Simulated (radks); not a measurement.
Neutral iron, 26 electrons, occupied as [Ar] 3d6 4s2 (the NIST ground configuration). All-electron calculation, non-relativistic Kohn-Sham, exchange-only r2SCAN, spin-polarised, spherical densities, point nucleus; open shells are filled with parallel spins first; meta-GGA in the generalised Kohn-Sham scheme. Program: a radial shooting solver on a logarithmic mesh with Libxc functionals.

Unscreened Slater integrals over Kohn-Sham orbitals (cm^-1). They are taken over the spin-up orbitals.

F0(4s,4s): 66945
F0(4s,3d): 85575
G2(4s,3d): 9806.8
F0(4s,3p): 87461
G1(4s,3p): 4468.6
F0(3d,3d): 188360
F2(3d,3d): 85795
F4(3d,3d): 53140
F0(3d,3p): 206980
F2(3d,3p): 96888
G1(3d,3p): 120030
G3(3d,3p): 72519
F0(3p,3p): 230950
F2(3p,3p): 115700

Derived for the open shells (J is the average intra-shell exchange parameter used in DFT+U). 3d: Racah B = F2/49 - 5 F4/441 = 1148 cm^-1, C = 35 F4/441 = 4217 cm^-1, C/B = 3.67, F4/F2 = 0.619, J = (F2 + F4)/14 = 9924 cm^-1.
